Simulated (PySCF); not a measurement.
## Relaxation of doublet SnO₂⁻

Computed with UB3LYP/[Sn def2-SVPD with ECP28, O def2-SVPD], scalar-relativistic core potentials, density fitting, no spin–orbit coupling, PySCF. A (50,194) grid was used.

A hand-made linear start, of D∞h symmetry, held to at least that symmetry:

Coordinates in bohr (charge -1 multiplicity 2):
```
Sn    0.0000    0.0000    0.0000
O     0.0000    0.0000    3.5338
O     0.0000    0.0000   -3.5338
```

At each step, columns x, y, z (Å) and Fx, Fy, Fz (eV/Å):

```
step 0  E − E(last) = 18.49 kJ/mol
Sn   0.000   0.000   0.000   0.000   0.000   0.000
O    0.000   0.000   1.870   0.000   0.000   2.239
O    0.000   0.000  -1.870   0.000   0.000  -2.239
step 1  E − E(last) = 0.06 kJ/mol
Sn   0.000   0.000   0.000   0.000   0.000   0.000
O    0.000   0.000   1.956   0.000   0.000   0.108
O    0.000   0.000  -1.956   0.000   0.000  -0.108
step 2  E − E(last) = 0.00 kJ/mol
Sn   0.000   0.000   0.000   0.000   0.000   0.000
O    0.000   0.000   1.961   0.000   0.000   0.021
O    0.000   0.000  -1.961   0.000   0.000  -0.021
step 3  E − E(last) = 0.00 kJ/mol
Sn   0.000   0.000   0.000   0.000   0.000   0.000
O    0.000   0.000   1.962   0.000   0.000   0.000
O    0.000   0.000  -1.962   0.000   0.000   0.000
```

It ends at D∞h with Sn–O 1.962 Å (×2); O–Sn–O 180.0°. A frequency run shows 2 imaginary modes (one degenerate set), down to 226i cm⁻¹, so it is a higher-order saddle point. Other isomers or separated fragments may lie lower.

With an element this heavy the missing spin–orbit coupling can shift these numbers.

The relaxation took of the order of 16 core-seconds on a shared host.
